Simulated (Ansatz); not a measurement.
`O[SiH](F)[SiH3]` + H₂ → `F[SiH2][SiH3]` + H₂O  (hydrogenolysis of the Si–O bond)

Calculated with Ansatz (gas phase, PBE0-D4/def2-TZVP geometries, no zero-point term in ΔE). CBS: MP2 limit from def2 TZ/QZ plus the TZ coupled-cluster correction, frozen cores. This one scheme is used for every species. DFT in def2-TZVPP. B3LYP here is the variant with VWN-RPA as its local correlation; programs differ in this. HSE06 is defined as in plane-wave codes. Each species was taken in one conformer, which may not be the lowest.

| level | ΔE (kJ/mol) | difference from CCSD(T)/CBS |
| --- | --- | --- |
| LDA (SPW92) | 89.4 | 1.4 |
| PBE-D4 | 84.8 | -3.2 |
| revPBE-D4 | 86.5 | -1.5 |
| r2SCAN-D4 | 94.3 | 6.3 |
| B97M-V | 90.5 | 2.5 |
| PBE0-D4 | 83.6 | -4.4 |
| B3LYP-D4 | 90.8 | 2.8 |
| r2SCANh-D4 | 93.1 | 5.1 |
| r2SCAN0-D4 | 91.5 | 3.5 |
| BHLYP-D4 | 91.1 | 3.1 |
| CAM-B3LYP-D4 | 92.3 | 4.3 |
| ωB97X-V | 89.1 | 1.1 |
| ωB97M-V | 91.3 | 3.3 |
| B2PLYP | 89.8 | 1.8 |
| PBE-QIDH | 86.9 | -1.1 |
| PBE | 81.5 | -6.5 |
| revPBE | 77.7 | -10.3 |
| BLYP | 85.2 | -2.8 |
| r2SCAN | 93.5 | 5.5 |
| PBE0 | 80.7 | -7.3 |
| B3LYP | 85.5 | -2.5 |
| r2SCANh | 92.2 | 4.2 |
| r2SCAN0 | 90.5 | 2.5 |
| HSE06 | 80.7 | -7.3 |
| BHLYP | 86.8 | -1.2 |
| CAM-B3LYP | 89.4 | 1.4 |
| LC-ωPBE | 84.5 | -3.5 |
| RPA@PBE/def2-TZVPP | 84.4 | -3.6 |
| HF/def2-SVP | 68.6 | -19.4 |
| MP2/def2-SVP | 83.8 | -4.2 |
| CCSD/def2-SVP | 74.1 | -13.9 |
| CCSD(T)/def2-SVP | 76.1 | -11.9 |
| MP2/def2-TZVPP | 94.1 | 6.1 |
| SCS-MP2/def2-TZVPP | 90.9 | 2.9 |
| CCSD/def2-TZVPP | 85.6 | -2.4 |
| CCSD(T)/def2-TZVPP | 88.0 | 0.0 |
| HF/def2-QZVPP | 82.8 | -5.2 |
| HF/CBS(def2) | 82.8 | -5.2 |
| MP2/CBS(def2) | 94.1 | 6.1 |
| CCSD/CBS(def2) | 85.5 | -2.5 |
| CCSD(T)/CBS | 88.0 | 0 |

Largest T1 diagnostic among the species: 0.013.

The D4 term adds +5.3 kJ/mol with B3LYP and +2.8 kJ/mol with PBE0; it sums over pairs of atoms, weighted by their polarisabilities, and B3LYP, whose exchange is more repulsive, gets the larger term. In def2-TZVPP, CCSD(T) changes the Hartree–Fock value by +5.5 kJ/mol (the triples alone add +2.5 kJ/mol) and MP2 by +11.6 kJ/mol.
